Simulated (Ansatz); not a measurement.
```yaml
crystal:
  periodic: [false, false, false]
  atoms:
    - {symbol: C, position_ang: [1.892177, -1.972596, -1.222430]}
    - {symbol: C, position_ang: [0.747505, -1.019728, -1.176041]}
    - {symbol: O, position_ang: [-0.414423, -1.304781, -1.153485]}
    - {symbol: O, position_ang: [1.175277, 0.270584, -1.148924]}
    - {symbol: Si, position_ang: [0.185622, 1.562127, -0.909158]}
    - {symbol: Cl, position_ang: [1.398439, 3.080940, -0.369826]}
    - {symbol: Cl, position_ang: [-0.790729, 2.034669, -2.609705]}
    - {symbol: O, position_ang: [-0.984802, 1.326532, 0.221658]}
    - {symbol: C, position_ang: [-0.792182, 0.658830, 1.390246]}
    - {symbol: C, position_ang: [-2.076557, 0.449555, 2.116247]}
    - {symbol: O, position_ang: [0.291863, 0.296360, 1.744126]}
    - {symbol: H, position_ang: [2.474260, -1.865743, -0.304301]}
    - {symbol: H, position_ang: [2.550896, -1.723611, -2.055971]}
    - {symbol: H, position_ang: [1.523021, -2.990409, -1.315911]}
    - {symbol: H, position_ang: [-2.588983, 1.403679, 2.249657]}
    - {symbol: H, position_ang: [-1.886276, -0.021342, 3.076990]}
    - {symbol: H, position_ang: [-2.723907, -0.185266, 1.507030]}
basis:
  gaussian: {orbitals: pcseg-2}
hamiltonian: {xc: {name: r2SCAN0}}
output: {forces: true}
```

```sh
$ ansatz run in.yaml --threads 4 --pin off --events-out ev --progress --plain --max-ram 46080MiB --backend cuda --devices 0, --max-vram 37GiB
```

Shortened log:

```
Functional definition: r2SCAN0
2409 factors; their error is unknown
mean field evaluation 1: about -45345.7005 eV, gradient 8.6e1 eV
mean field evaluation 2: about -45341.9174 eV, gradient 9.8e1 eV
mean field evaluation 4: about -45358.7574 eV, gradient 4.7e0 eV
mean field evaluation 8: about -45358.8000 eV, gradient 3.8e-1 eV
mean field evaluation 16: about -45359.0045 eV, gradient 7.4e-3 eV
mean field -45359.00454637 eV, -1666.9126716414 hartree, gradient 2.4e-5 eV, S^2 0.000000; 0 other end points of the search recorded, 0 dependent functions left out
reference -45359.00456135 eV, -1666.9126721919 hartree; 55, 55 occupied and 371, 371 virtual orbitals, 2409 factors
Total energy: -45359.00456135 eV, -1666.9126721919 hartree
Atom 0 at     1.892177    -1.972596    -1.222430 Å, force     0.056715    -0.065864    -0.009230 eV/Å
Atom 1 at     0.747505    -1.019728    -1.176041 Å, force    -0.241980    -0.076003     0.012856 eV/Å
Atom 2 at    -0.414423    -1.304781    -1.153485 Å, force     0.470092     0.183584     0.004412 eV/Å
Atom 3 at     1.175277     0.270584    -1.148924 Å, force    -0.345515     0.088382     0.072814 eV/Å
Atom 4 at     0.185622     1.562127    -0.909158 Å, force    -0.011577    -0.122779     0.070726 eV/Å
Atom 5 at     1.398439     3.080940    -0.369826 Å, force    -0.113285    -0.137377    -0.041359 eV/Å
Atom 6 at    -0.790729     2.034669    -2.609705 Å, force     0.091267    -0.049972     0.150626 eV/Å
Atom 7 at    -0.984802     1.326532     0.221658 Å, force     0.340402    -0.080080    -0.076815 eV/Å
Atom 8 at    -0.792182     0.658830     1.390246 Å, force     0.223972    -0.088028     0.085011 eV/Å
Atom 9 at    -2.076557     0.449555     2.116247 Å, force    -0.065896    -0.014533     0.055081 eV/Å
Atom 10 at     0.291863     0.296360     1.744126 Å, force    -0.428015     0.166384    -0.209255 eV/Å
Atom 11 at     2.474260    -1.865743    -0.304301 Å, force    -0.112408    -0.006832    -0.166315 eV/Å
Atom 12 at     2.550896    -1.723611    -2.055971 Å, force    -0.127472    -0.033050     0.155468 eV/Å
Atom 13 at     1.523021    -2.990409    -1.315911 Å, force     0.063206     0.199061     0.018974 eV/Å
Atom 14 at    -2.588983     1.403679     2.249657 Å, force     0.102829    -0.172717    -0.036079 eV/Å
Atom 15 at    -1.886276    -0.021342     3.076990 Å, force    -0.028550     0.089968    -0.187649 eV/Å
Atom 16 at    -2.723907    -0.185266     1.507030 Å, force     0.126213     0.119855     0.100734 eV/Å
Dipole moment:    -0.022802    -0.188453     0.110359 e Å
```

Hardware: 4 threads of an AMD EPYC 7R13 on a shared host and a share of an NVIDIA H100 80 GB. Wall time 4.6 s, peak host memory 1.1 GiB.
